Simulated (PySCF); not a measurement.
O4Ru, triplet, at a GFN2-xTB geometry (such geometries of metal compounds can be far from the true shape) (the multiplicity is a formal guess) (core potentials on Ru). Base run: DF-SVWN5/def2-SVP run with PySCF.

Input for PySCF:
```python
from pyscf import gto, scf, dft

mol = gto.Mole()
mol.atom = '''
    Ru    0.01430486   -0.02340224   -0.12950598
    O     1.17675629    0.70822560   -0.92296003
    O     0.49309506   -0.54979544    1.45089418
    O    -0.98119096   -1.02816347   -0.84754838
    O    -0.76733713    0.99844565    1.03189713
'''
mol.basis = 'def2-svp'
mol.ecp = {'Ru': 'def2-svp'}
mol.spin = 2
mol.verbose = 4
mol.build()

mf = dft.UKS(mol)
mf.xc = 'lda,vwn'
mf = mf.density_fit(auxbasis='def2-universal-jkfit')
mf.kernel()
```

Variants of this job, named by their change:

| change | basis functions | E (Eh) | HOMO (eV) | dipole (D) | core-seconds (rough) | outcome |
|---|---|---|---|---|---|---|
| base | 87 | -393.19610 | -7.11 | 1.17 | 9 | converged |
| basis = LANL2DZ | 58 | - | - | - | - | not converged |
| basis = def2-SV(P) | 80 | -393.15272 | -7.16 | 1.15 | 8 | converged |
| basis = def2-SVPD | 126 | -393.22080 | -7.31 | 1.16 | 10 | converged |
| basis = def2-TZVP | 164 | -393.59445 | -7.18 | 1.18 | 20 | converged |
| basis = def2-TZVPP | 180 | -393.60441 | -7.17 | 1.17 | 20 | converged |
| basis = def2-TZVPD | 200 | -393.59810 | -7.18 | 1.13 | 20 | converged |

Totals compare only among sets that treat the same electrons; sets with core potentials leave the core out.

Open shells are given as the SCF converged; they aren't shown to be the lowest states, and a large step between rows can be another state.
